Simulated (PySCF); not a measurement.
Species: C₅H₆F₂.
Structure used (PBE0-D3(BJ)/def2-SVP), in Å, numbered top down from 1:
```
atom  x, y, z in Å
C1     2.9349   -0.7420    0.0149
C2     1.8724   -0.2093    0.2401
C3     0.5817    0.4326    0.4784
F4     0.4107    0.6693    1.8290
C5    -0.5876   -0.4023   -0.0205
C6    -1.9062    0.3088    0.1688
F7    -1.9099    1.4821   -0.5500
H8     3.8827   -1.2116   -0.1753
H9     0.5654    1.4129   -0.0297
H10   -0.5998   -1.3587    0.5262
H11   -0.4336   -0.6313   -1.0865
H12   -2.7417   -0.3200   -0.1807
H13   -2.0636    0.5522    1.2320
```

The closed-shell ground state was solved at several levels (PySCF, density fitting, gas phase, non-relativistic).

```csv
level,basis functions,total energy (Eh),HOMO (eV),LUMO (eV),gap (eV),dipole (D)
B97-2/pcSseg-1,149,-393.5773,-7.90,0.16,8.06,2.12
"PBE0/6-311+G(2d,p)",225,-393.4408,-8.16,-0.11,8.05,2.12
wB97X-D/def2-SVPD,194,-393.3501,-10.09,1.81,11.90,2.16
B3LYP/pcSseg-1,149,-393.7181,-7.91,-0.02,7.89,2.10
HF/pcSseg-1,149,-391.5771,-10.99,4.17,15.16,2.43
CAM-B3LYP/def2-SVPD,194,-393.3204,-9.60,0.99,10.59,2.21
PBE0/def2-SVP,128,-393.0220,-8.06,0.39,8.45,2.00
HF/def2-SVPD,194,-391.3511,-11.03,2.53,13.56,2.35
PBE0/IGLO-III,305,-393.4849,-8.15,-0.02,8.13,2.07
LDA/pcSseg-1,149,-390.6455,-7.04,-1.13,5.91,2.05
BLYP/pcSseg-1,149,-393.6111,-6.71,-0.69,6.02,1.95
```

Q: What might wB97X-D/pcSseg-1 (149 basis functions) give for the same quantities?

A: Total energy -393.5837 Eh, HOMO -10.07 eV, LUMO 2.05 eV, gap 12.12 eV, dipole 2.17 D.

Q: Over all these levels, which gives the widest orbital gap and which the narrowest?

A: HF/pcSseg-1 (Hartree–Fock, all exact exchange) has the widest, 15.16 eV, and LDA/pcSseg-1 (LDA) the narrowest, 5.91 eV. The two share the basis. From the narrowest to the widest the HOMO moves by -3.95 eV and the LUMO by +5.30 eV.

Q: How much does the basis alone move the frontier levels among the 3 PBE0 rows?

A: The HOMO by 0.10 eV and the LUMO by 0.50 eV. By rising basis size (HOMO, LUMO in eV): def2-SVP -8.06, 0.39; 6-311+G(2d,p) -8.16, -0.11; IGLO-III -8.15, -0.02.

Q: In the pcSseg-1 basis, how does the gap go with the fixed share of exact exchange?

A: LDA (0 %) 5.91 eV; BLYP (0 %) 6.02 eV; B3LYP (20 %) 7.89 eV; B97-2 (21 %) 8.06 eV; HF (100 %) 15.16 eV. Each rise in the share widens the gap here.

Q: How far do the dipole and the HOMO energy spread over the levels?

A: The dipole runs from 1.95 to 2.43 D (mean 2.14 D) and the HOMO from -11.03 to -6.71 eV.

One conformer stands for the species.

Note: wB97X-D ran without an empirical dispersion term, which enters the total energy and its gradient alone.
